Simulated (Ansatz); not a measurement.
Basis-set extrapolation for C₃H₆OSSi (`C=C[SiH2]C(=O)S`) (PBE0-D4/def2-TZVP geometry, frozen core, Ansatz). Multiplicity 1, RHF reference.

|  | def2-TZVPP | def2-QZVPP |
| --- | --- | --- |
| HF | -878.495727 | -878.524419 |
| MP2 correlation | -1.003387 | -1.077235 |
| CCSD(T) correlation | -1.104646 | not run |

Energies in hartree. Use E(X) = E(∞) + A·exp(−7.88·√X) for Hartree–Fock and E(X) = E(∞) + B·X^(−2.97) for correlation, with X = 3 and 4, and add CCSD(T) minus MP2 of the smaller set to the MP2 limit.

What is the CCSD(T) energy at the basis-set limit?

HF limit: -878.524419 + (-0.028692) × 0.13774 = -878.52837. MP2 limit: -1.077235 + (-0.073848) × 0.74074 = -1.13194. Higher-order term: -1.104646 − (-1.003387) = -0.10126. Total: -879.76157 hartree, 101.2 kcal/mol below CCSD(T)/def2-TZVPP.
